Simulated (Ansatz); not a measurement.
Born–Oppenheimer molecular dynamics of BClH$_{6}$NOP (11 atoms, charge 0, multiplicity 1). It starts at the highest image of a converged band. Of that band: The profile has 2 maxima (images 3, 5) with wells between them (image 4): this band takes more than one step, which may be the mechanism or a detour left from its start path. Neighbouring images differ by up to 1.8 eV, so the band resolves the path poorly. A vibrational analysis at the climbing image gives one clearly imaginary mode, 683i cm⁻¹: a first-order saddle point.

Level of theory: Ansatz 0.2.0, RKS BLYP-D4/def2-SVP.

```
ensemble                      : NVE (velocity Verlet)
time step                     : 0.5 fs
steps asked                   : 200
starting velocities drawn for : 300 K
seed                          : 9333
```

First frame:

```xyz
11
Properties=species:S:1:pos:R:3
B -0.107 0.320 -0.033
Cl -0.409 -0.664 2.053
O 1.217 0.249 -0.394
H 1.425 -0.633 -0.759
N -1.209 -0.229 -0.768
H -2.120 -0.359 -0.328
H -1.275 -0.018 -1.767
P -0.356 2.400 0.527
H -1.602 2.431 1.240
H 0.458 2.698 1.675
H -0.337 0.858 1.372
```

(1) How far do the bonds stretch over the last three quarters of this one trajectory? (Pairs bonded in most of those frames.)

## Answers

(1) 
| bond | mean (Å) | spread (Å) | shortest | longest |
| --- | --- | --- | --- | --- |
| B1–Cl2 | 1.892 | 0.130 | 1.74 | 2.19 |
| B1–O3 | 1.385 | 0.034 | 1.33 | 1.45 |
| B1–N5 | 1.420 | 0.031 | 1.35 | 1.46 |
| O3–H4 | 0.982 | 0.027 | 0.93 | 1.04 |
| N5–H6 | 1.024 | 0.023 | 0.98 | 1.07 |
| N5–H7 | 1.025 | 0.013 | 1.00 | 1.05 |
| P8–H9 | 1.443 | 0.008 | 1.43 | 1.46 |
| P8–H10 | 1.454 | 0.031 | 1.40 | 1.50 |
| P8–H11 | 1.443 | 0.039 | 1.37 | 1.55 |

Mean temperature of the second half: 1405 K. The conserved energy stayed within 0.21 meV per atom of its start (net change 0.07 meV per atom), so the integration is sound. The kinetic energy rose, since the run started high on the potential surface and went downhill. It ends in pieces (BClH3NO + H3P), so much of that is their flight and rotation, not heat. A run of 0.1 ps of so small a system gives no equilibrium averages. The orbitals stay closed-shell, which can raise the energy where a bond breaks towards radicals; this wasn't checked here.

Run time: 2.7 min on 4 threads of Intel(R) Xeon(R) CPU @ 2.60GHz (Ice Lake) (shared host), peak memory 0.17 GiB.
